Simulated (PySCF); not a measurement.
C3H8O2Si2

C3H8O2Si2 is a molecule drawn to mimic a surface site (built as: C site whose three back bonds go to OSiH3, OSiH3, H; end group C≡CH), neutral, singlet. The structure, one conformer, was relaxed in the gas phase by PBE0-D3(BJ)/def2-SVP. No frequency run checks that it is a minimum.

SMILES: C#CC(O[SiH3])O[SiH3]

Coordinates in Å:
```
C1      0.348    0.496   -0.829
O2      0.800    0.695    0.477
Si3     1.037   -0.516    1.630
O4     -1.034    0.351   -0.867
Si5    -2.044    1.355    0.032
C6      0.973   -0.682   -1.454
C7      1.528   -1.641   -1.938
H8      0.647    1.401   -1.393
H9     -0.066   -1.520    1.580
H10     1.030    0.206    2.931
H11     2.351   -1.190    1.428
H12    -3.402    1.137   -0.533
H13    -1.628    2.780   -0.131
H14    -2.041    0.991    1.479
H15     2.013   -2.497   -2.370
```

Shieldings: GIAO PBE0/pcSseg-1. Shifts are against computed references at the same level: C TMS (σ 184.4 ppm), H TMS (σ 31.27 ppm), Si TMS (σ 352.0 ppm). Core levels by delta-SCF with SCAN, pcX-2 on the ionised atom and pcseg-1 elsewhere, spin-free X2C (2p3/2 is the spin-free 2p value less a third of a first-order spin-orbit splitting); from the vacuum level, for chosen atoms.

(1) Give the NMR and core-level values of the distinct atoms.

(2) By CAM-B3LYP/def2-SVPD (TDDFT singlets, Tamm-Dancoff triplets, ionisation by delta-SCF), where does absorption start, and what does vertical ionisation take?

Results:

(1) 
```json
{"atoms": "C1", "bonded to": "1 C + 2 O + 1 H", "σ (ppm)": "96.7", "δ (ppm)": "87.7", "core level (eV)": "1s 294.76"}
{"atoms": "O2", "bonded to": "1 C + 1 Si", "σ (ppm)": "258.7", "δ (ppm)": "-", "core level (eV)": "1s 538.27"}
{"atoms": "Si3", "bonded to": "1 O + 3 H", "σ (ppm)": "388.0", "δ (ppm)": "-36.0", "core level (eV)": "2p3/2 107.54"}
{"atoms": "O4", "bonded to": "1 C + 1 Si", "σ (ppm)": "256.4", "δ (ppm)": "-", "core level (eV)": "1s 538.21"}
{"atoms": "Si5", "bonded to": "1 O + 3 H", "σ (ppm)": "385.9", "δ (ppm)": "-33.9", "core level (eV)": "-"}
{"atoms": "C6", "bonded to": "2 C", "σ (ppm)": "101.3", "δ (ppm)": "83.1", "core level (eV)": "-"}
{"atoms": "C7", "bonded to": "1 C + 1 H", "σ (ppm)": "103.6", "δ (ppm)": "80.8", "core level (eV)": "-"}
{"atoms": "H8", "bonded to": "1 C", "σ (ppm)": "25.66", "δ (ppm)": "5.60", "core level (eV)": "-"}
{"atoms": "H9 H10 H11", "bonded to": "1 Si", "σ (ppm)": "26.37", "δ (ppm)": "4.90", "core level (eV)": "-"}
{"atoms": "H12 H13 H14", "bonded to": "1 Si", "σ (ppm)": "26.53", "δ (ppm)": "4.74", "core level (eV)": "-"}
{"atoms": "H15", "bonded to": "1 C", "σ (ppm)": "28.75", "δ (ppm)": "2.52", "core level (eV)": "-"}
```

Values are those of this one static structure, with the three H of a rotating XH3 group averaged; atoms that internal rotation interchanges would show their mean in an NMR spectrum.

Core levels of C6 are left out, their hole states being strongly spin-contaminated.

(2) The first singlet with intensity lies at 6.66 eV (f 0.003); what lies below it is dark. The lowest singlet lies at 6.39 eV (f 0.000), the strongest of the first 6 at 7.55 eV (f 0.012), the lowest triplet at 5.25 eV; vertical ionisation takes 10.55 eV.
